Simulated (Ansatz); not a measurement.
Geometry optimisation of `C[CH2][Mg][O]C`.

```yaml
crystal:
  periodic: [false, false, false]
  atoms:
    - {symbol: C, position_ang: [-0.025195, 2.493247, 1.108044]}
    - {symbol: C, position_ang: [0.678693, 1.156182, 1.397593]}
    - {symbol: Mg, position_ang: [0.220731, -0.434417, 0.084162]}
    - {symbol: O, position_ang: [-0.174414, -1.780067, -1.036678]}
    - {symbol: C, position_ang: [-0.489613, -2.804685, -1.908594]}
    - {symbol: H, position_ang: [-1.131910, 2.406563, 1.153700]}
    - {symbol: H, position_ang: [0.218067, 2.888742, 0.098679]}
    - {symbol: H, position_ang: [0.256848, 3.290178, 1.833174]}
    - {symbol: H, position_ang: [1.783534, 1.295388, 1.385770]}
    - {symbol: H, position_ang: [0.444356, 0.817051, 2.432131]}
    - {symbol: H, position_ang: [0.062241, -3.749310, -1.673700]}
    - {symbol: H, position_ang: [-1.578448, -3.061901, -1.888656]}
    - {symbol: H, position_ang: [-0.244390, -2.551571, -2.970624]}
basis:
  gaussian: {orbitals: def2-TZVP}
hamiltonian: {xc: pbe0, dispersion: d4}
relax: {f_tol: 0.005, max_steps: 150}
```

```sh
$ ansatz run in.yaml --threads 4 --pin off --events-out ev --progress --plain
```

It prints (some lines left out):

```
Functional definition: PBE0
mean field -10726.34336312 eV, -394.1858480180 hartree, gradient 1.0e-5 eV, S^2 0.000000; 0 other end points of the search recorded, 0 dependent functions left out
relax step   1: F+E_penalty+E_count = -10726.49466269 eV  Δ(F+E_penalty+E_count) = +0.000e0 eV  max|allowed force component| = 5.534e-1 eV/Å  Δτ_max = 0.0000 Å  (29 SCF iters, accepted)
mean field -10726.39027016 eV, -394.1875718197 hartree, gradient 8.1e-6 eV, S^2 0.000000; 0 other end points of the search recorded, 0 dependent functions left out
relax step   2: F+E_penalty+E_count = -10726.54205725 eV  Δ(F+E_penalty+E_count) = -4.739e-2 eV  max|allowed force component| = 1.848e-1 eV/Å  Δτ_max = 0.0319 Å  (33 SCF iters, accepted)
mean field -10726.39586651 eV, -394.1877774818 hartree, gradient 8.1e-6 eV, S^2 0.000000; 0 other end points of the search recorded, 0 dependent functions left out
relax step   3: F+E_penalty+E_count = -10726.54797618 eV  Δ(F+E_penalty+E_count) = -5.919e-3 eV  max|allowed force component| = 6.101e-2 eV/Å  Δτ_max = 0.0173 Å  (33 SCF iters, accepted)
mean field -10726.39595175 eV, -394.1877806144 hartree, gradient 8.1e-6 eV, S^2 0.000000; 0 other end points of the search recorded, 0 dependent functions left out
relax step   4: F+E_penalty+E_count = -10726.54807710 eV  Δ(F+E_penalty+E_count) = -1.009e-4 eV  max|allowed force component| = 1.871e-2 eV/Å  Δτ_max = 0.0027 Å  (33 SCF iters, accepted)
mean field -10726.39596800 eV, -394.1877812118 hartree, gradient 8.1e-6 eV, S^2 0.000000; 0 other end points of the search recorded, 0 dependent functions left out
relax step   5: F+E_penalty+E_count = -10726.54809044 eV  Δ(F+E_penalty+E_count) = -1.334e-5 eV  max|allowed force component| = 9.844e-3 eV/Å  Δτ_max = 0.0022 Å  (34 SCF iters, accepted)
mean field -10726.39599750 eV, -394.1877822958 hartree, gradient 8.1e-6 eV, S^2 0.000000; 0 other end points of the search recorded, 0 dependent functions left out
relax step   6: F+E_penalty+E_count = -10726.54810666 eV  Δ(F+E_penalty+E_count) = -1.622e-5 eV  max|allowed force component| = 8.199e-3 eV/Å  Δτ_max = 0.0054 Å  (33 SCF iters, accepted)
mean field -10726.39600346 eV, -394.1877825147 hartree, gradient 8.1e-6 eV, S^2 0.000000; 0 other end points of the search recorded, 0 dependent functions left out
relax step   7: F+E_penalty+E_count = -10726.54810990 eV  Δ(F+E_penalty+E_count) = -3.247e-6 eV  max|allowed force component| = 6.622e-3 eV/Å  Δτ_max = 0.0020 Å  (34 SCF iters, accepted)
mean field -10726.39600915 eV, -394.1877827239 hartree, gradient 8.1e-6 eV, S^2 0.000000; 0 other end points of the search recorded, 0 dependent functions left out
relax step   8: F+E_penalty+E_count = -10726.54811258 eV  Δ(F+E_penalty+E_count) = -2.680e-6 eV  max|allowed force component| = 9.617e-4 eV/Å  Δτ_max = 0.0028 Å  (33 SCF iters, accepted)
mean field -10726.39600915 eV, -394.1877827239 hartree, gradient 8.1e-6 eV, S^2 0.000000; 1 other end points of the search recorded, 0 dependent functions left out
Total energy: -10726.54815681 eV, -394.1933740473 hartree
Atom 0 at    -0.023139     2.479640     1.104520 Å, force     0.000024    -0.000694    -0.000127 eV/Å
Atom 1 at     0.664698     1.139382     1.371894 Å, force     0.000294     0.000586     0.000519 eV/Å
Atom 2 at     0.203834    -0.426504     0.066174 Å, force     0.000260    -0.000413     0.000111 eV/Å
Atom 3 at    -0.181583    -1.755611    -1.034778 Å, force    -0.000563    -0.000042    -0.000744 eV/Å
Atom 4 at    -0.483214    -2.787205    -1.892394 Å, force     0.000550     0.000531     0.000962 eV/Å
Atom 5 at    -1.113331     2.399500     1.153308 Å, force    -0.000175    -0.000143    -0.000048 eV/Å
Atom 6 at     0.217756     2.875133     0.113120 Å, force     0.000070    -0.000124    -0.000222 eV/Å
Atom 7 at     0.267482     3.250203     1.828758 Å, force     0.000298    -0.000134     0.000322 eV/Å
Atom 8 at     1.753475     1.273563     1.358828 Å, force    -0.000584     0.000112     0.000103 eV/Å
Atom 9 at     0.433932     0.802052     2.390013 Å, force     0.000103     0.000455    -0.000457 eV/Å
Atom 10 at     0.070556    -3.704250    -1.641462 Å, force     0.000156    -0.000216     0.000064 eV/Å
Atom 11 at    -1.553366    -3.041705    -1.867467 Å, force    -0.000019     0.000128    -0.000421 eV/Å
Atom 12 at    -0.236601    -2.538800    -2.935512 Å, force    -0.000414    -0.000045    -0.000060 eV/Å
Dipole moment:     0.042497     0.063107     0.083263 e Å
```

Hardware: 4 threads of a server CPU on a shared host. Wall time 19 s, peak host memory 0.5 GiB.
